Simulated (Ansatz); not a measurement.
Reaction (atomization): `C=[N][GeH2][CH3]` → 2 C• + Ge• + 7 H• + N•

Program: Ansatz. Geometries: PBE0-D4/def2-TZVP. ΔE: electronic, gas phase. CBS: MP2 limit from def2 TZ/QZ plus the TZ coupled-cluster correction, frozen cores. This one scheme is used for every species, atoms too. DFT in def2-TZVPP. B3LYP here is the variant with VWN-RPA as its local correlation; programs differ in this. Open shells (•) are unrestricted, without spin–orbit coupling. Spin–orbit coupling would lower the free atoms: a little for C; clearly for Ge. Bonds to Ge are less sure, by a few kJ/mol each and by 10 to 20 or more in all where they break to atoms, as the def2 sets lack core-valence functions. Scalar relativity is left out up to krypton. Each species was taken in one conformer, which may not be the lowest.

(1) What is ΔE at CCSD(T)/CBS? (Best estimate.)

(2) What do these levels give: r2SCAN-D4, B3LYP-D4, B2PLYP, PBE0, MP2/def2-TZVPP, CCSD/CBS(def2)? (An estimate is asked.)

Largest T1 diagnostic among the species: 0.012.

## Answers

(1) Ansatz gave: +40.14 eV.

(2) Ansatz gave: r2SCAN-D4 40.04, B3LYP-D4 40.15, B2PLYP 39.73, PBE0 39.88, MP2/def2-TZVPP 39.47, CCSD/CBS(def2) 39.55 eV.

In def2-TZVPP, CCSD(T) changes the Hartree–Fock value by +10.50 eV (the triples alone add +0.59 eV) and MP2 by +10.72 eV; breaking electron pairs costs correlation energy, which Hartree–Fock lacks. From PBE to PBE0 (25 % exact exchange), in def2-TZVPP and without D4, ΔE moves by −0.65 eV: exact exchange takes away binding that semilocal exchange gives to molecules. The D4 term adds +0.32 eV with B3LYP and +0.17 eV with PBE0; it sums over pairs of atoms, weighted by their polarisabilities, and B3LYP, whose exchange is more repulsive, gets the larger term.

For atomizations the MP2-based limit and the directly extrapolated one differ by several kJ/mol either way, and by 10 to 25 for some Ge, Se and Sn compounds, so smaller differences from it don't rank the levels.
